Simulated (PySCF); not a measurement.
C₄H₃BO, SMILES C#CB(O)C#C. Geometry: PBE-D3(BJ)/def2-SVP. Other conformers were not sampled.

Computed equilibrium geometry at PBE-D3(BJ)/def2-SVP (PySCF confirms it by a frequency run) as a Z-matrix, and its point group (one conformer of several):
point group Cs.
```
B
O 1 1.3682
H 2 0.9756 1 111.12
C 1 1.5336 2 118.51 3 180.00
C 4 1.2290 2 153.20 3 180.00
H 5 1.0821 2 161.53 3 180.00
C 1 1.5392 2 121.03 3 0.00
C 7 1.2297 2 151.78 3 0.00
H 8 1.0824 3 146.00 2 180.00
```
Charge 0, spin multiplicity 1.
